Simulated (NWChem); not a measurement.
C$_{3}$H$_{3}$F$_{3}$; SMILES C(=C/C(F)F)/F

```xyz
9

F      0.6911    -2.1054     0.0000
C     -0.5578    -1.6040     0.0000
C     -0.8016    -0.2987     0.0000
C      0.2657     0.7428     0.0000
F      0.1264     1.5484     1.1008
F      0.1264     1.5484    -1.1008
H     -1.3128    -2.3838     0.0000
H     -1.8296     0.0485     0.0000
H      1.2778     0.3304     0.0000
```
Atoms are numbered in this order, from 1.

Level: B3LYP/6-31G* (spherical d) (NWChem), optimised geometry, unscaled harmonic frequencies. 

### Question
List the harmonic frequencies with IR intensities, and the thermochemistry.

### Answer
| frequency (cm⁻¹) | IR intensity (km/mol) |
|---|---|
| 47 | 3.0 |
| 186 | 3.7 |
| 248 | 4.4 |
| 429 | 20.4 |
| 554 | 4.8 |
| 560 | 0.9 |
| 696 | 7.4 |
| 810 | 20.9 |
| 954 | 0.1 |
| 1008 | 28.8 |
| 1099 | 217.1 |
| 1128 | 203.5 |
| 1164 | 58.4 |
| 1262 | 22.8 |
| 1373 | 10.9 |
| 1397 | 30.2 |
| 1469 | 42.9 |
| 1762 | 105.9 |
| 3127 | 30.4 |
| 3220 | 2.7 |
| 3241 | 6.7 |

| Item | Value |
|---|---|
| zero-point energy | 36.8 kcal/mol |
| thermal correction to the enthalpy at 298.15 K (with zero-point energy) | 41.0 kcal/mol |
| heat capacity Cv | 18.8 cal/(mol K) |
| entropy at 298.15 K and 1 atm (symmetry number 1) | 78.3 cal/(mol K) |
| dipole moment | 2.12 D |

Rigid rotor and harmonic oscillator; modes under 100 cm⁻¹ make the entropy uncertain.
